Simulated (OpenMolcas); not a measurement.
**Ce3+ in a ligand field**

Ce3+ with 2 ligands (fluoride) in linear coordination (D∞h) at 2.06 Å. Ligand basis ANO-RCC-VDZP.

```json
{"Program": "OpenMolcas 26.06", "Method": "CASSCF", "Basis": "ANO-RCC-VDZP [7s6p4d2f1g]", "Scalar Hamiltonian": "DKH2, point nucleus", "Active space": "1 electron in 7 orbitals (4f)", "State averaging": "2S+1 = 2 odd, 7 roots", "Spin-orbit coupling": "state interaction with AMFI integrals over the reference wave functions"}
```

The lowest spin-free states (labels by Λ), above the lowest:

```csv
State,Degeneracy,E (cm-1)
2Φ,2,0.0
2Δ,2,791.4
2Π,2,2847
2Σ,1,5985
```

The lowest levels with spin-orbit coupling:

```json
{"E (cm-1)": "0.0", "Degeneracy": "2", "2S+1": "2", "g": "0.00 0.00 4.17"}
{"E (cm-1)": "1037", "Degeneracy": "2", "2S+1": "2", "g": "0.00 0.00 2.18"}
{"E (cm-1)": "2267", "Degeneracy": "2", "2S+1": "2", "g": "0.00 0.00 8.00"}
{"E (cm-1)": "2975", "Degeneracy": "2", "2S+1": "2", "g": "0.00 0.00 5.83"}
{"E (cm-1)": "3369", "Degeneracy": "2", "2S+1": "2", "g": "0.18 1.73 1.73"}
{"E (cm-1)": "4793", "Degeneracy": "2", "2S+1": "2", "g": "0.00 0.00 3.82"}
{"E (cm-1)": "7629", "Degeneracy": "2", "2S+1": "2", "g": "1.82 3.74 3.74"}
```

Powder χT (cm3 K/mol): 0.543 at 2 K, 0.546 at 10 K, 0.562 at 50 K, 0.581 at 100 K, 0.619 at 200 K, 0.654 at 300 K. The effective moment at 300 K is 2.828 √(χT) = 2.29 μB.

Hund's rules give f1 the level 2F5/2 with g = 0.857, so an isolated free-ion multiplet has χT = g² J(J+1) / 8 = 0.804 cm3 K/mol. The computed 0.654 at 300 K differs by -19 %, through the field's splitting, the mixing of terms and any other multiplet in reach.

Metal share of the active 4f orbitals (Löwdin): 96, 99, 99, 100, 100, 100, 100 %; Mulliken charge of the metal 2.26.

No measured value stands beside these numbers; the geometry is a model, was not optimised and need not be the one that this ion takes.

The RASSCF and RASSI steps took 5 s on 1 thread of Arm Neoverse V2, on a shared host; the integral step is not counted.
